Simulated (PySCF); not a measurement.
CH₅FGeO, SMILES C[O][GeH2][F]. Atoms are numbered in the order given.

```xyz
9

Ge     0.5531     0.0620    -0.3031
F      0.8606     0.8667     1.2113
O     -0.8868    -0.9282    -0.0966
C     -2.1413    -0.3433     0.1408
H      1.7062    -0.9012    -0.5724
H      0.2948     1.1858    -1.3184
H     -2.2092     0.0896     1.1544
H     -2.3823     0.4537    -0.5887
H     -2.9109    -1.1250     0.0503
```

Coordinates come from a PBE0-D3(BJ)/def2-SVP optimisation. One conformer was computed; it need not be the lowest.

Two levels are set side by side: PBE/pcSseg-1 (PySCF) and HF/pcSseg-1 (PySCF). GIAO shifts against CFCl3 (¹⁹F), GeH4 (⁷³Ge), H2O (¹⁷O), TMS (¹H), TMS (¹³C) at the same level; non-relativistic, no solvent, atoms listed together averaged. Differences are taken from unrounded values.

```json
[
 {"quantity": "δ(⁷³Ge) of Ge1 (ppm)", "HF": "252.8", "PBE": "375.9", "PBE minus HF": "123.1"},
 {"quantity": "δ(¹⁹F) of F2 (ppm)", "HF": "-174.6", "PBE": "-205.1", "PBE minus HF": "-30.5"},
 {"quantity": "δ(¹⁷O) of O3 (ppm)", "HF": "-1.6", "PBE": "70.4", "PBE minus HF": "72.0"},
 {"quantity": "δ(¹³C) of C4 (ppm)", "HF": "52.2", "PBE": "60.0", "PBE minus HF": "7.8"},
 {"quantity": "δ(¹H) of H5, H6 (ppm)", "HF": "5.14", "PBE": "5.99", "PBE minus HF": "0.86"}
]
```

Rough cost on one machine, each run with all the roots and properties that it gave: HF against PBE within a factor of 2.
